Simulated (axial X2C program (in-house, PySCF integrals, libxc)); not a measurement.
# BeAu⁻: cheaper levels and CCSD(T), two-component

Computed with an in-house relativistic program for diatomic molecules. Two-component (2c) means X2C with spin–orbit coupling and atomic mean-field two-electron Coulomb and Gaunt terms. Basis: Au dyall-acv3z [14s15p10d6f4g], Be dyall-av3z [9s9p4d2f] (cores contracted in-house); Gaussian nuclei, density fitting, unrestricted open shells. Masses: Au 196.967 u, Be 9.012 u.

State: Ω = 0 (closed shell); fragments Au- + Be.

```tsv
level	Re (Å)	ωe (cm⁻¹)	De (eV)
PBE0	2.163	447.0	1.52
HF	2.287	331.5	0.662
MP2	2.133	485.0	1.60
CCSD	2.199	414.3	1.22
r2SCAN	2.139	476.0	1.75
```

Correlated methods: 14 electrons correlated (number of frozen shells: Au 5 s, 4 p, 2 d, 1 f; Be 1 s), 316 virtual spin orbitals or spinors in MP2, 90 natural virtuals in coupled cluster.

CCSD(T), same Hamiltonian and basis:

Re = 2.187 Å, ωe = 431.3 cm⁻¹; T1 = 0.027 (Lee–Taylor normalisation).

Give the differences from CCSD(T) in the columns below.



```json
{"level": "PBE0", "ΔRe (Å)": "-0.024", "Δωe (cm⁻¹)": "16"}
{"level": "HF", "ΔRe (Å)": "0.100", "Δωe (cm⁻¹)": "-100"}
{"level": "MP2", "ΔRe (Å)": "-0.054", "Δωe (cm⁻¹)": "54"}
{"level": "CCSD", "ΔRe (Å)": "0.012", "Δωe (cm⁻¹)": "-17"}
{"level": "r2SCAN", "ΔRe (Å)": "-0.048", "Δωe (cm⁻¹)": "45"}
```

The state is one determinant whose occupation by symmetry is held fixed; it was picked as the lowest of a PBE0 search that is not exhaustive. De is counted from the lowest determinant-based energies of the atoms at the same level, without counterpoise correction. De is not given where an atomic determinant may have missed its ground term or J level, or where the truncated virtual space spoils (T). Coupled cluster ran in a truncated set of natural virtual spinors; the MP2 energy of the rest was added. (T) has no such correction and the atoms are truncated less, which lowers De at CCSD(T) by a hundredth of an eV or more. The highest occupied level of some functionals is positive through self-interaction error; at Hartree–Fock it is bound. The T1 diagnostic is large, a sign of multireference character. Hartree–Fock gets electron affinities wrong, so its lowest charge split need not be the true one.
